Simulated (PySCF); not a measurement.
**C₆ coefficients of unlike pairs at LC-wPBE**

Calculated with PySCF 2.14 from the dipole response of each species, C₆(A,B) = (3/π) ∫ α_A(iu) α_B(iu) du, in atomic units, from isotropic polarisabilities. For ions this is the dispersion term alone; charge-induced terms of lower order in 1/R come first.

| species | configuration | basis | relativity | α (bohr³) | C₆ (like pair) |
| --- | --- | --- | --- | --- | --- |
| O²⁺ | [He] 2s2 2p2 (3P) | aug-cc-pV5Z (7s6p5d4f3g2h) | none | 1.753 | 2.345 |
| C | [He] 2s2 2p2 (3P) | aug-cc-pVTZ-DK (5s4p3d2f) | spin-free X2C | 12.20 | 48.78 |
| Xe²⁺ | [Kr] 4d10 5s2 5p4 (3P) | aug-cc-pwCVTZ-DK3 (10s9p7d4f1g) | spin-free X2C | 12.67 | 91.14 |
| Mg²⁺ | [Ne] (1S) | aug-cc-pCVTZ-DK (8s7p5d3f) | spin-free X2C | 0.4630 | 0.5304 |

(1) Estimate C₆ for Mg²⁺ with Xe²⁺.

No spin-orbit coupling is included.

The other pairs:

```tsv
pair	C₆
Xe²⁺, C	64.54
Mg²⁺, C	3.443
Xe²⁺, O²⁺	14.43
Mg²⁺, O²⁺	0.9916
C, O²⁺	9.839
```

## Answers

(1) The integral gives 5.683. The combination rule 2 C_A C_B / (C_A α_B/α_A + C_B α_A/α_B) gives 5.418 and the geometric mean 6.953.
